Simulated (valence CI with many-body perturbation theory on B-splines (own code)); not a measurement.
E1 line list for Te XLVIII

Calculated by valence CI with perturbative core correlation (CI+MBPT): three valence electrons over a frozen Dirac-Fock core [He], radial functions for each j: 11 s, 11 p, 10 d, 8 f, 5 g, 2 h, with the one-electron correlation potential Σ1 (screened to all orders), the two-electron term Σ2, the three-electron term Σ3, Breit, model QED; selected single and double excitations, second order for the rest, scaled by the run's own slope (own B-spline code, finite nucleus).

No measured spectrum was set against this ion. As an estimate, large intervals hold to a few tenths of a per cent, small ones and those within an open d or f shell to about a per cent.

Lines 151 to 200 of 484 in falling wavelength, among levels below 507.55 Ry, chosen from the strongest by gf and those to the six lowest levels. Wavelengths and rates use the calculated energies. Electric multipoles are in the length gauge, E1 and E2 with the static RPA response of the core. Weak lines are less certain than strong ones. Lines between different terms over intervals too small for the method are left out, as are lines whose strength nearly cancels. The highest levels of a list are the least certain.

Levels are named by their leading jj configuration (3d3/2^4 stands for four electrons in 3d with j = 3/2), which in mixed levels can hold well under half, so a name can repeat and another be missing. Letters in brackets count levels of one name in rising energy.

```csv
λ vac (nm),Upper,Lower,A (s⁻¹),S (a.u.) with core polarisation,S without
2.589,(2s 2p3/2 3p3/2) J=3/2 [b],(2s^2 3p3/2) J=3/2,4.31e+11,1.48e-02,1.48e-02
2.588,(2p1/2 2p3/2 3d5/2) J=7/2 [b],(2s 2p1/2 3d5/2) J=7/2,1.63e+11,1.11e-02,1.11e-02
2.586,(2s 2p3/2 3d5/2) J=3/2 [b],(2s^2 3d5/2) J=5/2,5.79e+11,1.98e-02,1.98e-02
2.574,(2p3/2^2 3s) J=3/2,(2s 2p3/2 3s) J=3/2 [a],3.48e+11,1.17e-02,1.17e-02
2.558,(2p3/2^2 3p3/2) J=7/2,(2s 2p3/2 3p3/2) J=7/2,3.27e+11,2.16e-02,2.17e-02
2.556,(2p3/2^2 3p1/2) J=3/2,(2s 2p3/2 3p1/2) J=3/2 [a],3.50e+11,1.15e-02,1.16e-02
2.556,(2p3/2^2 3p1/2) J=5/2,(2s 2p3/2 3p1/2) J=5/2,3.56e+11,1.76e-02,1.77e-02
2.554,(2p3/2^2 3d3/2) J=7/2,(2s 2p3/2 3d3/2) J=7/2,2.77e+11,1.83e-02,1.83e-02
2.550,(2p3/2^2 3d5/2) J=9/2,(2s 2p3/2 3d5/2) J=9/2,3.03e+11,2.48e-02,2.48e-02
2.543,(2p3/2^2 3d3/2) J=5/2,(2s 2p3/2 3d3/2) J=5/2 [a],2.12e+11,1.03e-02,1.03e-02
2.542,(2p1/2 2p3/2^2) J=3/2,(2s 2p1/2 2p3/2) J=5/2,5.33e+10,1.73e-03,1.73e-03
2.531,(2s 2p1/2 2p3/2) J=3/2 [b],(2s^2 2p1/2) J=1/2,5.14e+11,1.65e-02,1.65e-02
2.527,(2s 2p1/2 2p3/2) J=1/2,(2s^2 2p1/2) J=1/2,6.66e+11,1.06e-02,1.06e-02
2.524,(2p3/2^2 3s) J=5/2,(2s 2p3/2 3s) J=5/2,3.48e+11,1.66e-02,1.66e-02
2.502,(2p1/2 2p3/2^2) J=1/2,(2s 2p1/2 2p3/2) J=3/2 [b],6.80e+11,1.05e-02,1.05e-02
2.479,(2s 2p3/2^2) J=1/2,(2s^2 2p3/2) J=3/2,5.53e+11,8.32e-03,8.34e-03
2.474,(2s 2p3/2^2) J=3/2,(2s^2 2p3/2) J=3/2,9.24e+11,2.76e-02,2.77e-02
2.471,(2p1/2^2 2p3/2) J=3/2,(2s 2p1/2^2) J=1/2,3.73e+11,1.11e-02,1.11e-02
2.447,(2p1/2 2p3/2^2) J=5/2,(2s 2p1/2 2p3/2) J=5/2,3.71e+11,1.61e-02,1.61e-02
2.393,(2p1/2 2p3/2^2) J=3/2,(2s 2p1/2 2p3/2) J=3/2 [a],4.28e+11,1.16e-02,1.16e-02
0.8184,(2s 2p3/2 4s) J=5/2,(2s 2p3/2 3p3/2) J=5/2 [a],2.59e+12,4.21e-03,4.21e-03
0.8178,(2s 2p1/2 4p3/2) J=5/2,(2s 2p1/2 3d5/2) J=7/2,1.95e+12,3.15e-03,3.15e-03
0.8175,(2p1/2^2 4s) J=1/2,(2p1/2^2 3p3/2) J=3/2,1.02e+13,5.51e-03,5.50e-03
0.8163,(2s^2 4s) J=1/2,(2s^2 3p3/2) J=3/2,8.32e+12,4.46e-03,4.46e-03
0.8157,(2s 2p1/2 4s) J=1/2 [a],(2s 2p1/2 3p3/2) J=3/2 [a],1.03e+13,5.51e-03,5.50e-03
0.8157,(2s 2p1/2 4s) J=3/2,(2s 2p1/2 3p3/2) J=5/2,7.83e+12,8.38e-03,8.38e-03
0.8152,(2s 2p3/2 4s) J=3/2 [a],(2s 2p3/2 3p3/2) J=5/2 [a],3.48e+12,3.73e-03,3.72e-03
0.8148,(2s 2p1/2 4s) J=1/2 [b],(2s 2p1/2 3p3/2) J=3/2 [b],6.07e+12,3.24e-03,3.24e-03
0.8147,(2s 2p3/2 4s) J=3/2 [b],(2s 2p3/2 3p3/2) J=5/2 [b],5.20e+12,5.55e-03,5.55e-03
0.8134,(2s 2p1/2 4f7/2) J=7/2 [a],(2s 2p1/2 3d5/2) J=5/2 [b],4.48e+12,9.53e-03,9.53e-03
0.8122,(2s 2p3/2 4p3/2) J=7/2,(2s 2p3/2 3d5/2) J=9/2,1.80e+12,3.80e-03,3.80e-03
0.8098,(2s 2p3/2 4s) J=5/2,(2s 2p3/2 3p3/2) J=7/2,6.74e+12,1.06e-02,1.06e-02
0.8085,(2s 2p3/2 4s) J=3/2 [a],(2s 2p3/2 3p3/2) J=3/2 [a],3.55e+12,3.70e-03,3.70e-03
0.8080,(2s 2p1/2 4f5/2) J=3/2,(2p1/2^2 3p1/2) J=1/2,5.80e+12,6.04e-03,6.05e-03
0.8050,(2s 2p1/2 4f5/2) J=7/2,(2s 2p1/2 3d5/2) J=5/2 [b],3.48e+12,7.17e-03,7.17e-03
0.8046,(2s 2p1/2 4f5/2) J=5/2 [b],(2s 2p1/2 3d5/2) J=5/2 [b],1.93e+12,2.97e-03,2.97e-03
0.8046,(2s 2p1/2 4f5/2) J=5/2 [b],(2s 2p1/2 3d5/2) J=3/2,2.87e+12,4.43e-03,4.43e-03
0.8041,(2p1/2^2 4f5/2) J=5/2,(2p1/2^2 3d5/2) J=5/2,4.85e+12,7.46e-03,7.46e-03
0.8019,(2s 2p1/2 4f7/2) J=5/2,(2s 2p1/2 3d5/2) J=5/2 [b],6.60e+12,1.01e-02,1.01e-02
0.8019,(2s 2p1/2 4f7/2) J=5/2,(2s 2p1/2 3d5/2) J=3/2,6.33e+13,9.66e-02,9.67e-02
0.8018,(2s 2p1/2 4f7/2) J=7/2 [b],(2s 2p1/2 3d5/2) J=5/2 [b],6.20e+13,1.26e-01,1.26e-01
0.8015,(2s 2p1/2 4f5/2) J=5/2 [a],(2s 2p1/2 3d5/2) J=5/2 [a],3.99e+12,6.08e-03,6.08e-03
0.8013,(2p1/2^2 4f7/2) J=7/2,(2p1/2^2 3d5/2) J=5/2,7.29e+13,1.48e-01,1.48e-01
0.8006,(2s 2p1/2 4f5/2) J=5/2 [a],(2s 2p1/2 3d3/2) J=3/2 [b],7.11e+12,1.08e-02,1.08e-02
0.7995,(2s 2p1/2 4f5/2) J=7/2,(2s 2p1/2 3d5/2) J=7/2,5.20e+12,1.05e-02,1.05e-02
0.7989,(2s^2 4f5/2) J=5/2,(2s^2 3d5/2) J=5/2,4.91e+12,7.41e-03,7.42e-03
0.7987,(2s 2p1/2 4f7/2) J=7/2 [a],(2s 2p1/2 3d5/2) J=5/2 [a],6.09e+13,1.22e-01,1.23e-01
0.7969,(2s 2p1/2 4f7/2) J=9/2,(2s 2p1/2 3d5/2) J=7/2,7.39e+13,1.84e-01,1.84e-01
0.7964,(2s 2p1/2 4f7/2) J=7/2 [b],(2s 2p1/2 3d5/2) J=7/2,5.46e+12,1.09e-02,1.09e-02
0.7962,(2s^2 4f7/2) J=7/2,(2s^2 3d5/2) J=5/2,7.39e+13,1.47e-01,1.47e-01
```
